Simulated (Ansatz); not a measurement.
Total energies of Ga₄O₆ (the lowest singlet isomer of a short search) from Ansatz at PBE-D4/def2-TZVP, gas phase (1 Eh = 27.2114 eV = 2625.5 kJ/mol). The reference geometry is relaxed at PBE-D4/def2-SVP.

```xyz
10

Ga    0.488   -1.284    0.625
Ga   -0.590    0.581    2.130
Ga    0.421   -0.190   -2.772
Ga   -0.220    1.687   -0.244
O    -0.191   -1.443   -1.197
O    -0.569   -1.243    2.171
O     1.169   -2.181   -0.824
O     0.915    0.584    0.864
O    -0.080    1.509   -1.982
O    -1.343    1.980    1.228
```

```tsv
state	geometry	energy (Eh)
charge 0 singlet	reference	-8149.50542
charge 1 doublet	reference	-8149.21616
charge -1 doublet	reference	-8149.59974
charge -1 doublet	relaxed at PBE-D4/def2-SVP	-8149.61668
free Ga atom (doublet)	–	-1924.51515
free O atom (triplet)	–	-75.00967
```

(1) Work out the vertical ionisation energy to the doublet.

(2) Work out the vertical electron affinity, to the doublet.

(3) Give the fundamental gap IE − EA, the Mulliken electronegativity (IE + EA)/2 and the hardness (IE − EA)/2.

(4) How much does the charge -1 doublet relax, and what is the adiabatic electron affinity?

(5) What is the binding energy per atom against free atoms?

(1) E(charge 1 doublet) − E(charge 0 singlet) = -8149.21616 − (-8149.50542) = 0.28926 Eh = 7.87 eV. For comparison, −ε of the highest occupied level is 5.54 eV at this level, 2.33 eV less.

(2) E(charge 0 singlet) − E(charge -1 doublet) = -8149.50542 − (-8149.59974) = 0.09432 Eh = 2.57 eV. The basis lacks diffuse functions, which makes affinities too small.

(3) From the values in Eh: IE − EA = 0.28926 − 0.09432 = 0.19494 Eh = 5.30 eV; (IE + EA)/2 = 5.22 eV; (IE − EA)/2 = 2.65 eV. The HOMO–LUMO gap of the same run is 0.79 eV, 4.51 eV smaller than the fundamental gap.

(4) Relaxation: -8149.59974 − (-8149.61668) = 0.01694 Eh = 0.46 eV. Adiabatic electron affinity: 0.11126 Eh = 3.03 eV, without zero-point energy. 

(5) Atoms: 4 × (-1924.51515) + 6 × (-75.00967) = -8148.11862 Eh. Binding: -8148.11862 − (-8149.50542) = 1.38680 Eh = 37.74 eV, or 3.77 eV for each of 10 atoms (no zero-point energy, no counterpoise term).

The restricted singlet is unstable towards broken spin symmetry in Hartree–Fock (as tested in another run); at PBE-D4/def2-TZVP this wasn't settled.  

The structure comes from a short search, and lower isomers may exist.
